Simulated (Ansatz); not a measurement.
Stepwise reaction of `FB(F)B(F)F` with hydrogen, as a gas-phase model of exchange steps in deposition or etching. ΔE in kJ/mol.

Computed with Ansatz on PBE0-D4/def2-TZVP structures; ΔE is electronic, products minus reactants. CCSD(T)/CBS adds triple-zeta CCSD(T) − MP2 to the extrapolated MP2 energy (def2 sets, frozen cores). This one scheme is used for every species. Functionals use def2-TZVPP. B3LYP here is the variant with VWN-RPA as its local correlation; programs differ in this. Each species was taken in one conformer, which may not be the lowest.

```json
{"step": "1", "reaction": "`FB(F)B(F)F` + H₂ → `FBB(F)F` + H–F", "PBE-D4": "145.9", "B3LYP-D4": "147.4", "ωB97M-V": "148.6", "CCSD(T)/CBS": "140.7"}
{"step": "2", "reaction": "`FBB(F)F` + H₂ → `FBBF` + H–F", "PBE-D4": "147.6", "B3LYP-D4": "149.4", "ωB97M-V": "149.6", "CCSD(T)/CBS": "142.2"}
```

(1) By hand: ΔE of the 2 steps together at CCSD(T)/CBS.

Answers

(1) (140.7) + (142.2) = 282.9 kJ/mol, or 141.4 kJ/mol a step.

In ΔE the steps differ by no more than 1.5 kJ/mol. All are uphill at CCSD(T)/CBS. PBE-D4 differs from CCSD(T)/CBS by 5.2 to 5.4 kJ/mol a step. Isolated molecules leave out the surface, adducts and barriers. Largest T1 diagnostic: 0.014.
